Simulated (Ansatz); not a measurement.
Li₆Cl₅. Charge 0, multiplicity 2. Geometry r2SCAN-D4/def2-SVP, basis def2-TZVP, Ansatz.

Cartesian coordinates in Å:
```
Li -0.4068 2.4480 0.1304
Li 2.7575 -0.7889 0.1307
Li -2.3997 0.4811 -0.4302
Li -0.0447 -0.3569 1.4082
Li 0.7941 -2.7266 -0.4219
Li 0.3506 0.1373 -1.7255
Cl -1.7397 1.2983 1.6294
Cl 1.5721 -2.0641 1.6530
Cl -1.2809 1.8472 -1.9275
Cl -1.1503 -1.4691 -0.6028
Cl 1.5478 1.1938 0.1560
```

```
run  HOMO (eV)  LUMO (eV)
  A      -2.96      -1.84
  B      -4.00      -0.75
  C      -3.03      -1.62
  D      -3.59      -1.22
```

Another isomer (doublet) lies 0.09 eV lower at PBE0-D4/def2-TZVP; other spin states weren't run for this one.

HOMO and LUMO are taken over both spins.

**Question.** The runs used BHLYP, PBE, PBE0, r2SCAN. Estimate which is which.

**Answer.** A PBE (0 % exact exchange); B BHLYP (50 % exact exchange); C r2SCAN (0 % exact exchange); D PBE0 (25 % exact exchange). Exact exchange lowers occupied and raises empty levels; among semilocal functionals meta-GGAs tend to open the gap a little, and such runs are hard to tell apart. The gap grows from 1.12 eV (PBE) to 3.25 eV (BHLYP).
